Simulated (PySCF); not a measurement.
Theory: PBE0/pcSseg-1 in PySCF (dipole) on a GFN2-xTB geometry, gas phase. Rigid rotors, one computed conformer each.

Species:
1. `[NH2:1][Si@@H:2]([NH:3][SiH3:4])[C:5]1([F:6])[CH2:7][CH2:8]1` with H–N1–Si2–N3 -163° and 58°, N1–Si2–N3–Si4 -52°, N1–Si2–C5–F6 62°
2. `CN(C)C(=P)N(C)C`
3. `[CH3:1][NH:2][Si@@H:3]([PH2:4])[SiH2:5][N:6]([CH3:7])[CH3:8]` with C1–N2–Si3–P4 -169°, N2–Si3–P4–H 170° and -98°, N2–Si3–Si5–N6 -53°, Si3–Si5–N6–C7 161°
4. `[CH3:1][S:2][C@H:3]([SiH2:4][F:5])[C:6]([CH3:7])=[S:8]` with C1–S2–C3–Si4 -161°, S2–C3–Si4–F5 -67°, S2–C3–C6–C7 37°
5. `[CH:1]#[C:2][CH2:3][S:4][CH2:5][Si:6]1([F:7])[CH2:8][SiH2:9][CH2:10]1` with C2–C3–S4–C5 -61°, C3–S4–C5–Si6 176°, S4–C5–Si6–F7 179°

Rotational constants (MHz) and dipole components (D):

| set | A | B | C | μa | μb | μc |
| --- | --- | --- | --- | --- | --- | --- |
| P | 1517 | 427.0 | 389.1 | 1.13 | 0.50 | 0.26 |
| Q | 1125 | 1097 | 706.6 | 0.67 | 1.67 | 0.94 |
| R | 1351 | 758.9 | 613.9 | 0.97 | 0.31 | 0.68 |
| S | 2571 | 802.3 | 681.6 | 0.94 | 0.57 | 0.65 |
| T | 1974 | 1610 | 1009 | 0.95 | 3.44 | 0.02 |

Problem. Match each set to its species.

Solution. P = 5, Q = 4, R = 3, S = 1, T = 2.

- 1 (set S): mass 150.0 u, 8 heavy atoms, longest extent 7.0 Å, C1, asymmetric top, Ia, Ib, Ic = 196.6, 629.9, 741.4 u·Å².
- 2 (set T): mass 132.1 u, 8 heavy atoms, longest extent 6.4 Å, C1, asymmetric top, Ia, Ib, Ic = 256.0, 314.0, 500.9 u·Å².
- 3 (set R): mass 166.1 u, 8 heavy atoms, longest extent 7.5 Å, C1, asymmetric top, Ia, Ib, Ic = 374.0, 665.9, 823.3 u·Å².
- 4 (set Q): mass 168.0 u, 8 heavy atoms, longest extent 6.4 Å, C1, asymmetric top, Ia, Ib, Ic = 449.2, 460.6, 715.2 u·Å².
- 5 (set P): mass 190.0 u, 10 heavy atoms, longest extent 9.2 Å, C1, near-prolate asymmetric top, Ia, Ib, Ic = 333.1, 1183.6, 1298.8 u·Å².

Each constant is 505379 MHz·u·Å² over a principal moment. Point groups hold within 0.08 Å; constants that symmetry makes equal can differ a little in the computed geometry, and forbidden dipole components can keep a residue. No structure here is proved a minimum.
